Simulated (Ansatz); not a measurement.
Stepwise reaction of `FB(O[SiH3])O[SiH3]` with ammonia, as a gas-phase model of exchange steps in deposition or etching. ΔE in kJ/mol; ΔG adds harmonic PBE0-D4 terms to CCSD(T)/CBS, at 1 bar.

Isolated molecules relaxed with PBE0-D4/def2-TZVP in Ansatz; ΔE leaves out vibrations. CBS: MP2 limit from def2 TZ/QZ plus the TZ coupled-cluster correction, frozen cores. This one scheme is used for every species. Functionals use def2-TZVPP. B3LYP here is the variant with VWN-RPA as its local correlation; programs differ in this. One conformer a species, not always the lowest.

| step | reaction | PBE-D4 | B3LYP-D4 | ωB97M-V | CCSD(T)/CBS | ΔG(400 K) |
| --- | --- | --- | --- | --- | --- | --- |
| 1 | `FB(O[SiH3])O[SiH3]` + NH₃ → `NB(F)O[SiH3]` + `O[SiH3]` | 20.6 | 26.4 | 25.2 | 27.0 | 21.0 |

Problem. Give the row of step 2, `NB(F)O[SiH3]` + NH₃ → `NB(N)F` + `O[SiH3]`. (An estimate is asked.)

Solution. The calculation gave: 
| step | reaction | PBE-D4 | B3LYP-D4 | ωB97M-V | CCSD(T)/CBS | ΔG(400 K) |
| --- | --- | --- | --- | --- | --- | --- |
| 2 | `NB(F)O[SiH3]` + NH₃ → `NB(N)F` + `O[SiH3]` | 29.7 | 34.8 | 32.5 | 34.6 | 31.9 |

Problem. By hand: ΔE of the 2 steps together at CCSD(T)/CBS.

Solution. (27.0) + (34.6) = 61.6 kJ/mol, or 30.8 kJ/mol a step.

In ΔE each step is higher than the one before. All are uphill at CCSD(T)/CBS. ΔG lies between 21.0 and 31.9 kJ/mol a step. PBE-D4 differs from CCSD(T)/CBS by -6.4 to -4.9 kJ/mol a step. Only this route is followed, and other bonds may react first. Isolated molecules leave out the surface, adducts and barriers. Largest T1 diagnostic: 0.012.
